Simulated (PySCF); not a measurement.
# A thermochemical cycle for SiI

PBE0 in PySCF with def2-TZVPPD on every atom (core potentials on I), for the lowest determinant that a PBE0 search found; no spin–orbit coupling. SiI, a doublet (π ↑), has De = 3.34 eV to neutral atoms, and SiI⁺, a singlet (closed shell), has De = 4.30 eV to Si⁺ + I.

At the same level the Si atom ionises at 8.22 eV.

Q: What is the adiabatic ionisation energy of the molecule, and does ionisation strengthen or weaken the bond?

A: IE = IE(Si) + De(neutral) − De(ion) = 8.22 + 3.34 − 4.30 = 7.26 eV. De changes by +0.96 eV, so ionisation strengthens the bond.

These are scalar-relativistic numbers at best; spin–orbit coupling would shift them, the dissociation energy most. For an ion De counts to the pair picked by the measured ionisation energies or electron affinities, which need not be the lowest pair at this level. States were picked by a PBE0 search and need not be the measured ground states.
